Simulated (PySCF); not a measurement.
## Removing an electron from `FB(F)[SiH2]C(F)F`

Species: CH3BF4Si.
Structure used (PBE0-D3(BJ)/def2-SVP), in Å, numbered top down from 1:
```xyz
10
CH3BF4Si angstrom
F      2.6842    1.0475    0.6842
B      1.7519    0.5405   -0.0953
F      1.9033    0.7141   -1.3940
Si     0.1556   -0.4926    0.6221
C     -1.3721   -0.0457   -0.4589
F     -2.4895   -0.6378    0.0322
F     -1.5533    1.3039   -0.4188
H      0.3977   -1.9618    0.4899
H     -0.1520   -0.1499    2.0386
H     -1.2717   -0.3371   -1.5213
```

Level: CAM-B3LYP/def2-SVPD (PySCF). Frontier orbitals with their largest atomic shares (Löwdin; up to four atoms above 4 %):

```tsv
orbital	ε (eV)	main atoms
HOMO−3	-13.30	F6 32 %, F7 30 %, C5 17 %, H10 9 %
HOMO−2	-11.87	Si4 41 %, H9 24 %, H8 24 %
HOMO−1	-11.06	Si4 32 %, B2 20 %, F3 11 %, H8 9 %
HOMO	-10.36	?
LUMO	-0.41	B2 36 %, Si4 23 %, F1 13 %, F3 12 %
LUMO+1	0.81	B2 48 %, Si4 19 %, F3 7 %, F1 6 %
LUMO+2	1.12	Si4 32 %, B2 14 %, H8 11 %, C5 9 %
```

Question: What vertical ionisation energy does ΔSCF give, and how far is −ε(HOMO) from it?

Answer: ΔSCF: 11.36 eV (1096 kJ/mol; threshold wavelength 109 nm); ⟨S²⟩ of the doublet left behind is 0.757, against 0.75 for a pure doublet. −ε(HOMO) is 10.36 eV, 1.00 eV below it. In exact Kohn–Sham theory the two would be equal; CAM-B3LYP (range-separated hybrid) falls short of its own ΔSCF value by 9 %. Holes in the HOMO−1 and HOMO−2 were tried too where these lie within 1.2 eV of the HOMO; the lowest converged state counts.

Question: On which atoms does the HOMO lie?

Answer: C5 (CHF2 carbon) 26 %, Si4 (SiH2 silicon) 19 %, F6 (fluorine of a CF2 group) 19 %, F7 (fluorine of a CF2 group) 16 %, so no atom holds as much as 40 %. The HOMO−1 lies 0.70 eV lower.

Question: And the vertical electron affinity, the fundamental gap, Mulliken's electronegativity and the hardness (with the factor ½)?

Answer: EA = -0.41 eV by ΔSCF (−ε(LUMO) = 0.41 eV); a negative value means that the added electron isn't bound at this geometry and level, and the number then depends on the basis. IE − EA = 11.77 eV against an orbital gap of 9.95 eV; (IE + EA)/2 = 5.47 eV; (IE − EA)/2 = 5.88 eV. Parr's electrophilicity index (IE + EA)²/[8(IE − EA)] is 1.27 eV.

Question: What total energies stand behind the ΔSCF value?

Answer: E(N) = -753.19226 Eh and E(N − 1) = -752.77478 Eh at the same geometry, 0.41748 Eh apart. With one more electron, E(N + 1) = -753.17723 Eh.

Question: How many of the 10 lowest singlet excitations (vertical TDDFT, same level) lie below the ionisation energy?

Answer: All 10; they run from 6.56 to 9.36 eV.

Question: Shift the occupied levels rigidly so that −ε(HOMO) equals the ΔSCF value. What binding energies result?

Answer: The shift is +1.00 eV: HOMO 11.36, HOMO−1 12.06, HOMO−2 12.87, HOMO−3 14.30 eV. A rigid shift is only a rough guide to the deeper ionisations.

Geometry: PBE0-D3(BJ)/def2-SVP, one conformer, isolated molecule.
